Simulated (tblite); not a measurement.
Species: C6H8ClO2 (doublet state).
SMILES with atom numbers: `[CH2:1]=[C:2][C@H:3]([Cl:4])[CH2:5][C:6](=[O:7])[O:8][CH3:9]` (hydrogens: H10, H11 on C1; H12 on C3; H13, H14 on C5; H15, H16, H17 on C9)
Bond orders are those of one Lewis drawing.

Computed with GFN2-xTB (tblite), gas phase: L-BFGS steps from a force-field or distance-geometry start until the largest atomic force falls under 0.01 eV/Å.

Step 34: E = -802.7816 eV
```
atom  x, y, z in Å  |  force x, y, z in eV/Å
C1     -2.2928    1.8838    0.4016   -0.001   0.005  -0.007
C2     -1.8545    0.7473   -0.0068   -0.020   0.005   0.014
C3     -1.6563   -0.6120   -0.1683    0.011   0.002  -0.010
Cl4    -3.0223   -1.6069    0.8805    0.004   0.003   0.006
C5     -0.3239   -1.1240    0.3506   -0.001  -0.010   0.020
C6      0.8087   -0.5337   -0.4671    0.007   0.014  -0.008
O7      0.7570   -0.2500   -1.6329    0.021  -0.016  -0.007
O8      1.8919   -0.3643    0.2954    0.021   0.005  -0.011
C9      3.0380    0.1760   -0.3513    0.009  -0.010  -0.002
H10    -3.1202    1.9921    1.0976    0.011  -0.004   0.006
H11    -1.8630    2.8147    0.0575   -0.036   0.028   0.000
H12    -1.8873   -0.9748   -1.1681    0.003   0.005  -0.014
H13    -0.2832   -2.2109    0.2662   -0.008  -0.024  -0.011
H14    -0.1744   -0.8517    1.3944   -0.034  -0.007   0.040
H15     2.8169    1.1755   -0.7333    0.022  -0.038  -0.003
H16     3.3375   -0.4657   -1.1826    0.003   0.035   0.000
H17     3.8208    0.2166    0.4019   -0.011   0.007  -0.011
```

Step 35: E = -802.7819 eV
```
atom  x, y, z in Å  |  force x, y, z in eV/Å
C1     -2.2933    1.8844    0.4017   -0.008   0.008  -0.008
C2     -1.8533    0.7485   -0.0067   -0.014  -0.006   0.017
C3     -1.6559   -0.6117   -0.1668    0.015   0.012  -0.017
Cl4    -3.0234   -1.6056    0.8802    0.011   0.007   0.002
C5     -0.3232   -1.1249    0.3507   -0.007  -0.006   0.020
C6      0.8093   -0.5339   -0.4676   -0.004  -0.001  -0.001
O7      0.7572   -0.2513   -1.6336    0.022  -0.013  -0.009
O8      1.8924   -0.3643    0.2947   -0.005   0.001  -0.003
C9      3.0378    0.1758   -0.3515    0.015  -0.008   0.003
H10    -3.1202    1.9908    1.0990    0.013  -0.005   0.005
H11    -1.8685    2.8171    0.0558   -0.032   0.019   0.001
H12    -1.8857   -0.9730   -1.1676   -0.002   0.001  -0.011
H13    -0.2831   -2.2122    0.2659   -0.008  -0.010  -0.012
H14    -0.1728   -0.8529    1.3945   -0.032  -0.009   0.039
H15     2.8186    1.1749   -0.7333    0.010  -0.016  -0.012
H16     3.3379   -0.4656   -1.1817    0.011   0.017  -0.026
H17     3.8193    0.2159    0.4018    0.016   0.009   0.010
```

Step 36: E = -802.7822 eV
```
atom  x, y, z in Å  |  force x, y, z in eV/Å
C1     -2.2940    1.8850    0.4015   -0.014   0.009  -0.007
C2     -1.8526    0.7494   -0.0065   -0.007  -0.012   0.015
C3     -1.6553   -0.6112   -0.1660    0.016   0.019  -0.018
Cl4    -3.0240   -1.6041    0.8803    0.016   0.009  -0.002
C5     -0.3226   -1.1258    0.3512   -0.008   0.001   0.013
C6      0.8097   -0.5341   -0.4681   -0.010  -0.016   0.008
O7      0.7580   -0.2526   -1.6343    0.016  -0.012  -0.005
O8      1.8928   -0.3643    0.2941   -0.021  -0.003   0.006
C9      3.0379    0.1754   -0.3516    0.017  -0.005   0.006
H10    -3.1202    1.9895    1.1000    0.011  -0.005   0.007
H11    -1.8735    2.8195    0.0547   -0.027   0.009   0.001
H12    -1.8844   -0.9716   -1.1674   -0.004  -0.001  -0.005
H13    -0.2832   -2.2134    0.2653   -0.008   0.007  -0.010
H14    -0.1723   -0.8541    1.3954   -0.030  -0.013   0.027
H15     2.8202    1.1740   -0.7335    0.000   0.006  -0.018
H16     3.3384   -0.4650   -1.1815    0.017  -0.002  -0.043
H17     3.8182    0.2155    0.4020    0.036   0.009   0.024
```

Step 37: E = -802.7825 eV
```
atom  x, y, z in Å  |  force x, y, z in eV/Å
C1     -2.2953    1.8858    0.4010   -0.020   0.009  -0.004
C2     -1.8514    0.7509   -0.0065    0.001  -0.012   0.009
C3     -1.6541   -0.6100   -0.1654    0.012   0.021  -0.015
Cl4    -3.0244   -1.6012    0.8815    0.018   0.010  -0.005
C5     -0.3221   -1.1268    0.3517   -0.007   0.009   0.001
C6      0.8101   -0.5348   -0.4688   -0.008  -0.027   0.018
O7      0.7594   -0.2549   -1.6356    0.005  -0.014   0.003
O8      1.8930   -0.3642    0.2933   -0.025  -0.005   0.014
C9      3.0386    0.1746   -0.3516    0.018   0.000   0.005
H10    -3.1206    1.9867    1.1009    0.005  -0.005   0.012
H11    -1.8810    2.8232    0.0543   -0.019  -0.005  -0.002
H12    -1.8835   -0.9701   -1.1670   -0.006  -0.001   0.000
H13    -0.2838   -2.2148    0.2640   -0.008   0.025  -0.006
H14    -0.1721   -0.8560    1.3968   -0.025  -0.017   0.007
H15     2.8227    1.1729   -0.7341   -0.010   0.026  -0.019
H16     3.3396   -0.4643   -1.1818    0.021  -0.019  -0.047
H17     3.8177    0.2150    0.4027    0.047   0.005   0.030
```

Problem. Estimate the geometry and energy of step 38. (The exact step hangs on the optimiser's Hessian estimate; all steps are aligned on step 37, rigid shifts and turns removed.)

Solution. E = -802.7829 eV, largest force 0.047 eV/Å
```
atom  x, y, z in Å  |  force x, y, z in eV/Å
C1     -2.2974    1.8868    0.4002   -0.023   0.004   0.000
C2     -1.8497    0.7530   -0.0068    0.009  -0.002   0.002
C3     -1.6524   -0.6080   -0.1650    0.003   0.017  -0.009
Cl4    -3.0243   -1.5965    0.8836    0.017   0.009  -0.006
C5     -0.3216   -1.1278    0.3521   -0.003   0.017  -0.010
C6      0.8106   -0.5362   -0.4698    0.003  -0.028   0.023
O7      0.7612   -0.2582   -1.6371   -0.006  -0.020   0.012
O8      1.8930   -0.3641    0.2925   -0.010  -0.003   0.016
C9      3.0399    0.1737   -0.3514    0.017   0.006   0.000
H10    -3.1217    1.9824    1.1016   -0.004  -0.003   0.019
H11    -1.8906    2.8280    0.0548   -0.008  -0.019  -0.008
H12    -1.8829   -0.9687   -1.1662   -0.006   0.001   0.001
H13    -0.2847   -2.2160    0.2622   -0.011   0.036  -0.004
H14    -0.1720   -0.8588    1.3981   -0.019  -0.018  -0.012
H15     2.8257    1.1720   -0.7348   -0.016   0.031  -0.014
H16     3.3417   -0.4640   -1.1826    0.018  -0.026  -0.032
H17     3.8182    0.2146    0.4041    0.041  -0.001   0.022
```

The energy changes by -0.0004 eV. The first-order estimate −F·Δx gives -0.0005 eV and the mean of the old and new forces, exact on a quadratic surface, -0.0004 eV. The step makes an angle of 74° with the force vector and moves no atom by more than 0.011 Å.

What follows is the cost of the whole relaxation. Time: 0.75 s wall. Hardware: Arm Neoverse V1, one thread, no GPU, shared host with 32 logical CPUs at a one-minute load of 27.
